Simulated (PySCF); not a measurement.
Cl₃Si, SMILES Cl[Si](Cl)Cl (connectivity only; charge and spin as stated), charge +1, multiplicity 1. Coordinates come from a PBE-D3(BJ)/def2-SVP optimisation. The spin state was assumed, not searched. The isomer is the one that the SMILES or the coordinates give; other isomers of the formula were not compared.

Method: PBE-D3(BJ)/def2-SVP (PySCF).

Harmonic wavenumbers (cm⁻¹): 173, 174, 222, 438, 731, 731. Rotational constants (GHz): 2.422, 2.422, 1.211; symmetry number 6.

Q: Work out the zero-point energy and the ideal-gas rigid-rotor harmonic-oscillator thermochemistry at 298.15 K and 1 atm.

A: ZPE = ½ Σ hcν = ½ × 2468 cm⁻¹ = 3.53 kcal/mol. H − E(el) = 7.29 kcal/mol. Entropy in cal/(mol K): translation 40.60, rotation 24.64, vibration 8.11, total 73.36. G − E(el) = -14.59 kcal/mol. Cp = 16.44 cal/(mol K).
